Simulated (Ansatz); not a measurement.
Cost and result for the atomization energy of `O[SiH2]S[Si](F)(Cl)Cl` (10 atoms, 9 bonds).

Cartesian coordinates in Å:
```
O 1.715 -0.710 -1.274
Si 1.413 0.581 -0.322
S 0.457 0.039 1.543
Si -1.455 -0.295 0.769
F -1.335 -1.047 -0.631
Cl -2.510 -1.472 2.027
Cl -2.503 1.399 0.396
H 0.959 -1.208 -1.594
H 2.717 1.141 0.079
H 0.542 1.574 -0.994
```

Total charge 0; spin multiplicity 1. Geometry: relaxed with PBE0-D4/def2-TZVP. It is one conformer, not always the lowest. Program: Ansatz. All runs use 2 threads of an AMD EPYC 7R13 on a shared host and a share of an NVIDIA H100 80 GB. Times are those of one run each, without the atoms' runs, and a repeat can differ threefold. Electronic energies, without spin–orbit coupling; frozen cores. CCSD(T)/CBS adds CCSD(T) − MP2 in def2-TZVPP to the MP2 limit, and its time is that of the two runs behind it. T1 = 0.011. B3LYP takes the VWN-RPA correlation (the form of Gaussian; ORCA's B3LYP/G).

CCSD(T)/CBS is a level of theory with its own doubt, some kJ/mol a heavy atom from the limit and from the frozen cores, so smaller differences don't rank the functionals.

```
                             level  functions  atomization (kJ/mol)  difference from CCSD(T)/CBS  per bond
                CCSD(T)/def2-TZVPP        314                3506.1                       -136.4     -15.2
                ωB97X-V/def2-TZVPP        314                3649.3                          6.8       0.8
 B3LYP-D4/def2-TZVPP (with forces)        314                3575.3                        -67.2      -7.5
                PBE0-D4/def2-TZVPP        314                3598.0                        -44.5      -4.9
   PBE-D4/def2-TZVPP (with forces)        314                3661.9                         19.4       2.1
r2SCAN-D4/def2-TZVPP (with forces)        314                3649.3                          6.8       0.7
                 CCSD(T)/CBS(def2)          –                3642.5                          0.0       0.0
                    MP2/def2-QZVPP        554                3721.4                         78.9       8.8
  ωB97M-V/def2-TZVPP (with forces)        314                3649.8                          7.3       0.8
                 B2PLYP/def2-TZVPP        314                3547.6                        -94.9     -10.5
```

(1) Order the runs by time, with rough figures. (Best estimate.)

Answers

(1) Ansatz gave: PBE0-D4/def2-TZVPP 10 s; B2PLYP/def2-TZVPP 11 s; r2SCAN-D4/def2-TZVPP (with forces) 11 s; MP2/def2-QZVPP 14 s; B3LYP-D4/def2-TZVPP (with forces) 15 s; ωB97X-V/def2-TZVPP 17 s; PBE-D4/def2-TZVPP (with forces) 18 s; CCSD(T)/def2-TZVPP 20 s; ωB97M-V/def2-TZVPP (with forces) 25 s; CCSD(T)/CBS(def2) 33 s.

From PBE to PBE0 (25 % exact exchange), in def2-TZVPP and without D4, the atomization energy moves by −58.2 kJ/mol: exact exchange takes away binding that semilocal exchange gives to molecules. In def2-TZVPP, CCSD(T) changes the Hartree–Fock value by +884.2 kJ/mol (the triples alone add +69.7 kJ/mol) and MP2 by +1017.9 kJ/mol; breaking electron pairs costs correlation energy, which Hartree–Fock lacks. The D4 term adds +67.7 kJ/mol with B3LYP and +35.7 kJ/mol with PBE0; it sums over pairs of atoms, weighted by their polarisabilities, and B3LYP, whose exchange is more repulsive, gets the larger term.
